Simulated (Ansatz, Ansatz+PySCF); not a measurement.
| atom | x (Å) | y (Å) | z (Å) |
| --- | --- | --- | --- |
| Mn | 0.0000 | 0.0000 | 0.0000 |
| N | 0.0000 | 0.0000 | 1.6400 |

Basis set: def2-SVP (spherical functions). Charge 0, multiplicity 5.

Computed with Ansatz (development build ahead of 0.2.0); each method stands on the lowest determinant of its kind that the runs found. Restricted functionals stand beside restricted open-shell atoms, which can lie above the unrestricted atoms usual in DFT and then raise those values.

Task: Give the atomization energy at this shape (free ground-state atoms in the same class of orbitals less the molecule, no zero-point energy) of quintet MnN by PBE0 (unrestricted), PBE0 (restricted open-shell), UHF.

Result:

| method | atomization energy |
| --- | --- |
| PBE0 (unrestricted) | 1.79 eV |
| PBE0 (restricted open-shell) | 0.83 eV |
| UHF | -1.65 eV |

Caution: another spin multiplicity may lie lower. Caution for PBE0 (unrestricted), UHF: the unrestricted determinant is a mixture of spin states. Caution for PBE0 (restricted open-shell): an unrestricted determinant lies well below. Caution for UHF: the molecule lies well above its atoms at this level.
